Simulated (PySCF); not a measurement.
# 29Si chemical shifts

[PySCF 2.14.0 with density-fitted response routines: geometry: GFN2-xTB; σ from GIAO-PBE0/pcSseg-1; single conformer; rapidly exchanging positions averaged; no solvent; relativity neglected]

Shieldings were converted by a linear fit to measured shifts: 29Si (scatter 8.9 ppm rms, 25.8 ppm with the 6 outliers that the fit left out vs TMS, solution or neat liquid). Occasional misses reach two or three times the rms, and more in compound classes unlike the fitted ones.

Give the 29Si shifts of `CC[Si@@H]1C[SiH2][Si@@H]1C#N`, `CC(C)C1=C[SiH2]C=C1F`, `C=C[Si@H](O[SiH3])N([SiH3])[SiH2]O`, `FCC[SiH2]C(F)(F)F`, `CC(=O)[Si]1(C#N)[SiH2]C[SiH2]1`, `FC1=C[C@@H](F)[SiH2]C1`, `C=C(F)[Si]1(CC)[SiH2]O[SiH2]1`, `C#CCS[C@@H]1CC[Si@H]1C#N`.

Answers


| compound | environment | δ (ppm) |
| --- | --- | --- |
| [CH3:1][CH2:2][Si@@H:3]1[CH2:4][SiH2:5][Si@@H:6]1[C:7]#[N:8] | Si3: silicon bonded to 2 C, Si, H, in a 4-membered ring | -16.3 |
| [CH3:1][CH2:2][Si@@H:3]1[CH2:4][SiH2:5][Si@@H:6]1[C:7]#[N:8] | Si5: silicon bonded to C, Si, 2 H, in a 4-membered ring | -52.7 |
| [CH3:1][CH2:2][Si@@H:3]1[CH2:4][SiH2:5][Si@@H:6]1[C:7]#[N:8] | Si6: silicon bonded to C, 2 Si, H, in a 4-membered ring | -64.7 |
| CC(C)C1=C[SiH2]C=C1F | silicon bonded to 2 C, 2 H, in a 5-membered ring | -50.9 |
| [CH2:1]=[CH:2][Si@H:3]([O:4][SiH3:5])[N:6]([SiH3:7])[SiH2:8][OH:9] | Si8: silicon bonded to N, O, 2 H | -28.7 |
| [CH2:1]=[CH:2][Si@H:3]([O:4][SiH3:5])[N:6]([SiH3:7])[SiH2:8][OH:9] | Si3: silicon bonded to C, N, O, H | -33.3 |
| [CH2:1]=[CH:2][Si@H:3]([O:4][SiH3:5])[N:6]([SiH3:7])[SiH2:8][OH:9] | Si5: silicon bonded to O, 3 H | -44.6 |
| [CH2:1]=[CH:2][Si@H:3]([O:4][SiH3:5])[N:6]([SiH3:7])[SiH2:8][OH:9] | Si7: silicon bonded to N, 3 H | -62.9 |
| FCC[SiH2]C(F)(F)F | silicon bonded to 2 C, 2 H | -42.0 |
| [CH3:1][C:2](=[O:3])[Si:4]1([C:5]#[N:6])[SiH2:7][CH2:8][SiH2:9]1 | Si7/9: silicon bonded to C, Si, 2 H, in a 4-membered ring (×2) | -44.6 |
| [CH3:1][C:2](=[O:3])[Si:4]1([C:5]#[N:6])[SiH2:7][CH2:8][SiH2:9]1 | Si4: silicon bonded to 2 C, 2 Si, in a 4-membered ring | -54.9 |
| FC1=C[C@@H](F)[SiH2]C1 | silicon bonded to 2 C, 2 H, in a 5-membered ring | -34.8 |
| [CH2:1]=[C:2]([F:3])[Si:4]1([CH2:5][CH3:6])[SiH2:7][O:8][SiH2:9]1 | Si4: silicon bonded to 2 C, 2 Si, in a 4-membered ring | 14.2 |
| [CH2:1]=[C:2]([F:3])[Si:4]1([CH2:5][CH3:6])[SiH2:7][O:8][SiH2:9]1 | Si7/9: silicon bonded to O, Si, 2 H, in a 4-membered ring (×2) | -2.4 |
| C#CCS[C@@H]1CC[Si@H]1C#N | silicon bonded to 3 C, H, in a 4-membered ring | -34.3 |
